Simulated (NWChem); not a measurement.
Species: SiH₄Te; SMILES [SiH3][TeH]

```xyz
6

Te    -0.0260     0.6289     0.0000
H      1.6375     0.6849    -0.0001
Si    -0.0113    -1.8768     0.0000
H      0.6644    -2.4202     1.2146
H      0.6569    -2.4208    -1.2185
H     -1.4504    -2.2703     0.0044
```
Atoms are numbered in this order, from 1.

All runs: NWChem. Coordinates come from a PBE0/def2-SVP optimisation. No frequency run checked for a minimum. def2 effective core potentials on Te; no spin-orbit coupling. Ions are spin-unrestricted doublets at the neutral geometry; other ion states weren't tried.

Question: Predict the results for CAM-B3LYP/def2-SVP. Quantities: vertical ionisation energy, ΔSCF (eV); −ε(HOMO) (eV).

Answer: The vertical ionisation energy, ΔSCF (eV) comes out as 8.69. The −ε(HOMO) (eV) is 7.63.
